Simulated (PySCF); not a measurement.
Radial density of Rh³⁺ (rhodium, charge +3)

M06-2X, [Kr] 4d6, high-spin 5D determinant. Computed with PySCF 2.14 in cc-pVTZ-PP with ECP28MDF, with a scalar-relativistic core potential. This is the valence pseudo-density: the core potential removes the inner electrons and smooths the orbitals near the nucleus.

```tsv
r (bohr)	4πr²ρ (e/bohr)	4πr²(ρα − ρβ)
0.0178	1.141e-05	0.0000
0.0299	2.901e-05	0.0000
0.0504	6.815e-05	0.0000
0.0847	0.0002269	0.0000
0.142	0.002016	0.0006
0.240	0.03079	0.0098
0.403	0.7455	0.1625
0.678	9.104	1.6067
1.14	13.14	3.4821
1.92	2.662	1.2453
3.23	0.1047	0.0545
5.43	0.0002089	0.0001
```

Energies and moments cover only the electrons outside the core potential.
